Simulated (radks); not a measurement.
The numbers below are computed, except where a source is named.
Isoelectronic series with 9 electrons, each ion in its NIST ground configuration. Level of theory: non-relativistic Kohn-Sham, BLYP, spin-polarised, spherical densities, point nucleus; open shells are filled with parallel spins first (a radial shooting solver on a logarithmic mesh with Libxc functionals). Total energies (hartree) and orbital eigenvalues (Ry):

| ion | configuration | E (hartree) | 2p down | 2p up | 2s down | 2s up |
|---|---|---|---|---|---|---|
| F | [He] 2s2 2p5 | -99.75809 | -0.75269 | -0.87262 | -2.11336 | -2.23962 |
| Al4+ | [He] 2s2 2p5 | -235.98657 | -10.06734 | -10.30671 | -12.79087 | -13.01003 |
| P6+ | [He] 2s2 2p5 | -326.65575 | -17.79648 | -18.09436 | -21.21095 | -21.47675 |
| Cl8+ | [He] 2s2 2p5 | -432.33939 | -27.54162 | -27.89751 | -31.64857 | -31.96056 |
| K10+ | [He] 2s2 2p5 | -553.03200 | -39.29634 | -39.70991 | -44.09645 | -44.45428 |
| Sc12+ | [He] 2s2 2p5 | -688.73057 | -53.05730 | -53.52830 | -58.55088 | -58.95428 |
| V14+ | [He] 2s2 2p5 | -839.43332 | -68.82256 | -69.35082 | -75.00978 | -75.45850 |
| Mn16+ | [He] 2s2 2p5 | -1005.13911 | -86.59093 | -87.17631 | -93.47184 | -93.96572 |
| Co18+ | [He] 2s2 2p5 | -1185.84718 | -106.3616 | -107.0040 | -113.9362 | -114.4751 |
